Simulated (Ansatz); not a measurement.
Isolated molecules relaxed with PBE0-D4/def2-TZVP in Ansatz; ΔE leaves out vibrations. CCSD(T)/CBS is the MP2 limit (def2-TZVPP, def2-QZVPP) plus CCSD(T) − MP2 in def2-TZVPP, frozen cores. This one scheme is used for every species. Each species was taken in one conformer, which may not be the lowest.

`BB(C)CC` + HCl → `BB(C)CCl` + CH₄  (substitution at a C–C bond)

```
   species  CCSD(T)/CBS(def2) energy (Eh)
 `BB(C)CC`                     -169.73698
       HCl                     -460.38127
`BB(C)CCl`                     -589.65408
       CH₄                      -40.46206
```

Question: Work out ΔE.

Answer: ΔE = (-589.65408) + (-40.46206) − (-169.73698) − (-460.38127) = 0.00211 Eh = +5.5 kJ/mol.

Largest T1 diagnostic among the species: 0.011.

From PBE to PBE0 (25 % exact exchange), in def2-TZVPP and without D4, ΔE moves by +3.7 kJ/mol.
